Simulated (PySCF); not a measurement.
Two-component Hartree-Fock for Pb⁵⁷⁺ (lead, charge +57)

Start: [Ar] 3d7; 3d3/2 filled at m_j = -3/2, -1/2, +1/2, +3/2; 3d5/2 filled at m_j = +1/2, +3/2, +5/2. Calculated with PySCF 2.14 in an uncontracted even-tempered set (15 s from 17 bohr⁻², ratio 2.8; 13 p from 22 bohr⁻², ratio 2.8; 8 d from 22 bohr⁻², ratio 2.8; 3 f from 77 bohr⁻², ratio 3): generalised Hartree-Fock with the X2C-1e Hamiltonian and a Gaussian nucleus; one run each with spin-orbit coupling (SO) switched off, then screened by Boettger's factors.

| spinor shell | electrons | ε, spin-free (eV) | ε, screened SO (eV) | weight of nominal j (screened SO) | rms radius, screened SO (bohr) |
| --- | --- | --- | --- | --- | --- |
| 1s1/2 | 2 | -92197.7 | -92155.8 | 1.000 | 0.0181 |
| 2s1/2 | 2 | -19580.9 | -19565.9 | 1.000 | 0.0727 |
| 2p1/2 | 2 | -17337.0 | -18939.1 | 1.000 | 0.0614 |
| 2p3/2 | 4 | -17337.0 | -16714.6 | 1.000 | 0.0696 |
| 3s1/2 | 2 | -7190.6 | -7186.0 | 1.000 | 0.181 |
| 3p1/2 | 2 | -6525.5 | -6926.1 | 1.000 | 0.172 |
| 3d3/2 | 4 | -5920.4 | -5984.3 | 0.996 | 0.161 |
| 3d5/2 | 3 | -5920.4 | -5870.6 | 0.997 | 0.165 |

Problem. Where does 3p3/2 lie, and what is the 3p spin-orbit splitting (screened SO)?

Solution. At -6365.9 eV, 560.21 eV above 3p1/2.

| quantity | spin-free | screened SO |
| --- | --- | --- |
| E (hartree) | -17948.25304 | -17989.48369 |
| M_J | 9/2 | 9/2 |
| ⟨J²⟩ | 24.750 | 24.750 |
| ⟨L²⟩ | 12.000 | 16.314 |
| ⟨S²⟩ | 3.750 | 2.498 |

Each row is a mean over spinors that exchange with the open shell spreads, by up to 46.362 eV (3p3/2).

Breit and QED terms are absent; they matter most for the inner s and p1/2 levels.

Densities and radii are taken from the X2C orbitals without a picture-change correction, which distorts them close to the nucleus.

Without spin-orbit coupling the j labels of p, d and f shells carry no meaning; the spin-free column gives the mean over the occupied spinors of each nl shell.
